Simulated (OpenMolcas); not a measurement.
# How methods differ on BH2O2F (SMILES OB(O)F)

BH2O2F has 6 atoms, charge 0, and is taken as a singlet. SMILES: `OB(O)F`. The coordinates come from a PBE0-D4/def2-TZVP relaxation. This is one conformer, not always the lowest.

| atom | x (Å) | y (Å) | z (Å) |
| --- | --- | --- | --- |
| O | -0.4775 | 0.9710 | -0.2084 |
| B | -0.0238 | -0.3075 | -0.1065 |
| O | 0.9894 | -0.6352 | 0.7261 |
| F | -0.5731 | -1.2806 | -0.8332 |
| H | -1.1989 | 1.0661 | -0.8343 |
| H | 1.3260 | 0.1222 | 1.2100 |

Each level gives the dipole moment (D). The values are calculated.

```
           level           kind     program  value (D)  CPU time
 SVWN5/def2-SVPD            LDA  OpenMolcas       1.90      37 s
  BLYP/def2-SVPD            GGA  OpenMolcas       1.84      50 s
   PBE/def2-SVPD            GGA  OpenMolcas       1.84      50 s
revPBE/def2-SVPD            GGA  OpenMolcas       1.83      50 s
 M06-L/def2-SVPD       meta-GGA  OpenMolcas          ?      67 s
  TPSS/def2-SVPD       meta-GGA  OpenMolcas       1.84      67 s
r2SCAN/def2-SVPD       meta-GGA  OpenMolcas          ?      64 s
 BHLYP/def2-SVPD  global hybrid  OpenMolcas       1.95      48 s
```

(1) Estimate the missing values from the other rows.

Answers

(1) As computed at these levels: M06-L/def2-SVPD: 1.87 D; r2SCAN/def2-SVPD: 1.88 D. The values span 1.83 to 1.95 D. Times are those of the runs behind each value, whatever else they computed, on shared processors of several kinds: orders of magnitude only.
